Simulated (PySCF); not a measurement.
Species: C₆H₅FN₂.
Z-matrix (Å and degrees, GFN2-xTB geometry), rows numbered from 1:
```
C 
C   1  1.3281
C   2  1.4542  1  122.76
N   3  1.3323  2  119.86  1    -0.03
C   4  1.3215  3  118.67  2  -179.94
C   5  1.3875  4  121.87  3    -0.01
N   6  1.3271  5  120.74  4     0.01
C   7  1.3096  6  116.82  5    -0.02
F   8  1.3390  3  120.06  2    -0.03
H   1  1.0766  2  120.53  3    -0.06
H   1  1.0760  2  121.82  3   179.94
H   2  1.0812  1  121.72  3  -179.96
H   5  1.0806  4  116.05  3   179.97
H   6  1.0798  5  123.01  4   179.97
```

PySCF, density fitting, gas phase, GFN2-xTB geometry. The standard run uses grid level 2 after a coarse-grid start, the def2-universal JK fitting basis (with tight functions added where the orbital basis needs them), an energy threshold of 1e-9 Eh and DIIS. Cycle counts include a coarse-grid stage where the run had one.

**Question.** Standard PBE0/def2-SVPD: E = -440.171433 Eh, HOMO -7.296 eV, LUMO -2.175 eV, dipole 1.671 D, 14 cycles (coarse-grid cycles included). What changes at PBE0/def2-SVPD with: grid level 3?

**Answer.** E = -440.171434 Eh (-0.001 mEh), HOMO -7.296 eV (0.000), LUMO -2.175 eV (0.000), dipole 1.671 D (0.000), 14 SCF cycles. The result matches the standard run within 0.02 mEh and 0.003 eV.

The cycles:
```
cycle   1  E = -440.0497847281  dE =  1.647e+00  |g| = 5.479e-01  |ddm| = 8.712e+00
cycle   2  E = -439.9732019637  dE =  7.658e-02  |g| = 8.325e-01  |ddm| = 3.367e+00
cycle   3  E = -440.1128228666  dE = -1.396e-01  |g| = 9.029e-02  |ddm| = 2.195e+00
cycle   4  E = -440.1140022445  dE = -1.179e-03  |g| = 6.474e-02  |ddm| = 3.588e-01
cycle   5  E = -440.1150520949  dE = -1.050e-03  |g| = 1.031e-02  |ddm| = 1.589e-01
cycle   6  E = -440.1150740262  dE = -2.193e-05  |g| = 3.477e-03  |ddm| = 2.831e-02
cycle   7  E = -440.1150768128  dE = -2.787e-06  |g| = 1.155e-03  |ddm| = 1.032e-02
cycle   8  E = -440.1714211471  dE = -3.399e-05  |g| = 7.149e-03  |ddm| = 1.846e-01
cycle   9  E = -440.1714124894  dE =  8.658e-06  |g| = 9.779e-03  |ddm| = 4.626e-02
cycle  10  E = -440.1714331621  dE = -2.067e-05  |g| = 1.540e-03  |ddm| = 2.496e-02
cycle  11  E = -440.1714336947  dE = -5.326e-07  |g| = 3.512e-04  |ddm| = 4.562e-03
cycle  12  E = -440.1714337176  dE = -2.288e-08  |g| = 1.641e-04  |ddm| = 1.349e-03
cycle  13  E = -440.1714337233  dE = -5.703e-09  |g| = 3.051e-05  |ddm| = 5.312e-04
cycle  14  E = -440.1714337235  dE = -2.032e-10  |g| = 1.466e-05  |ddm| = 1.729e-04
```
